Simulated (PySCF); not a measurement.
Excitations are Tamm–Dancoff values on a coarser integration grid. The basis has no diffuse functions, so Rydberg states are missing or too high.

Z-matrix (Å, degrees):
```
C
C 1 1.3273
H 2 1.0825 1 121.98
H 2 1.0847 3 116.78 1 179.73
H 1 1.0882 2 119.41 3 -0.45
C 1 1.5016 5 115.78 2 178.30
H 6 1.0927 1 109.55 5 177.47
H 6 1.0940 7 106.66 1 119.03
N 6 1.4680 7 108.32 8 115.29
H 9 1.0141 6 110.57 7 -172.87
H 9 1.0143 10 106.72 6 119.43
```
Charge 0, spin multiplicity 1.

Estimate the LUMO, S1 oscillator strength, total energy, dipole moment and brightest of the four lowest singlets (TDA) that PBE-D3(BJ)/def2-TZVP // B3LYP-D3(BJ)/def2-TZVP run with PySCF 2.14.0 returns for this input.


```
Quantity                                            Value
-------------------------------------------  ------------
LUMO                                             -0.84 eV
S1 oscillator strength                              0.063
total energy                                 -173.0900 Ha
dipole moment                                      1.07 D
brightest of the four lowest singlets (TDA)       4.96 eV
```
